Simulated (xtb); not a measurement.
Se, charge -1, doublet; GFN1-xTB (xtb).

xtb was given this input:
```
$ xtb mol.xyz --gfn 1 --chrg -1 --uhf 1 --etemp 3000 --json

# file mol.xyz
1

Se     0.00000000     0.00000000     0.00000000
```

**Question.** What does xtb print? Leave out banner, timings and long lists.

**Answer.** 
```
   ID    Z sym.   atoms
    1   34 Se     1

           -------------------------------------------------
          |                Calculation Setup                |
           -------------------------------------------------

           -------------------------------------------------
          |                 G F N 1 - x T B                 |
           -------------------------------------------------

          ...................................................
          :                      SETUP                      :
          :.................................................:
          :  # basis functions                  10          :
          :  # atomic orbitals                   9          :
          :  # shells                            3          :
          :  # electrons                         7          :
          :  # halogen bonds                     0          :
          :  max. iterations                   250          :
          :  Hamiltonian                  GFN1-xTB          :
          :  restarted?                      false          :
          :  GBSA solvation                  false          :
          :  PC potential                    false          :
          :  electronic temp.         3000.0000000     K    :
          :  accuracy                    1.0000000          :
          :  -> integral cutoff          0.2500000E+02      :
          :  -> integral neglect         0.1000000E-07      :
          :  -> SCF convergence          0.1000000E-05 Eh   :
          :  -> wf. convergence          0.2000000E-04 e    :
          :  Broyden damping             0.4000000          :
          :  net charge                         -1          :
          :  unpaired electrons                  1          :
          ...................................................

 iter      E             dE          RMSdq      gap      omega  full diag
   1     -3.4202625 -0.342026E+01  0.471E+00   10.33      10.3  T
   2     -3.4202625 -0.436096E-12  0.377E+00   10.31      10.3  T
   3     -3.4202625 -0.221601E-12  0.290E+00   10.29      10.3  T
   4     -3.4202625 -0.399680E-13  0.214E+00   10.28      10.3  T
   5     -3.4202625  0.883738E-13  0.149E+00   10.27      10.3  T
   6     -3.4202625  0.153211E-12  0.966E-01   10.26      10.3  T
   7     -3.4202625  0.754952E-13  0.773E-01   10.25      10.3  T
   8     -3.4202625  0.683897E-13  0.618E-01   10.25      10.2  T
[...]
         :: total energy              -3.420262513838 Eh    ::
[...]
         :: dispersion energy          0.000000000000 Eh    ::
         :: halogen bond corr.         0.000000000000 Eh    ::
         :: add. restraining           0.000000000000 Eh    ::
         :: total charge              -1.000000000106 e     ::
         :::::::::::::::::::::::::::::::::::::::::::::::::::::

           -------------------------------------------------
          |                Property Printout                |
           -------------------------------------------------

    * Orbital Energies and Occupations

         #    Occupation            Energy/Eh            Energy/eV
      -------------------------------------------------------------
         1        2.0000           -0.3974890             -10.8162
         2        1.6667           -0.0272414              -0.7413
         3        1.6667           -0.0272414              -0.7413
         4        1.6667           -0.0272414              -0.7413 (HOMO)
         5                          0.3489335               9.4950 (LUMO)
         6                          0.3489335               9.4950
         7                          0.3489335               9.4950
         8                          0.3489335               9.4950
         9                          0.3489335               9.4950
      -------------------------------------------------------------
                  HL-Gap            0.3761749 Eh           10.2362 eV
             Fermi-level            0.0688817 Eh            1.8744 eV

  Mulliken/CM5 charges         n(s)   n(p)   n(d)
     1Se   -1.00000 -1.00000   2.000  5.000  0.000

Wiberg/Mayer (AO) data.
largest (>0.10) Wiberg bond orders for each atom

 ---------------------------------------------------------------------------
     #   Z sym  total        # sym  WBO       # sym  WBO       # sym  WBO
 ---------------------------------------------------------------------------
     1  34 Se   0.000
 ---------------------------------------------------------------------------

 dipole moment from electron density (au)
     X       Y       Z
   0.0000   0.0000   0.0000  total (Debye):    0.000

           -------------------------------------------------
          | TOTAL ENERGY               -3.420262513838 Eh   |
          | GRADIENT NORM               0.000000000000 Eh/α |
          | HOMO-LUMO GAP              10.236239806656 eV   |
           -------------------------------------------------

normal termination of xtb
```
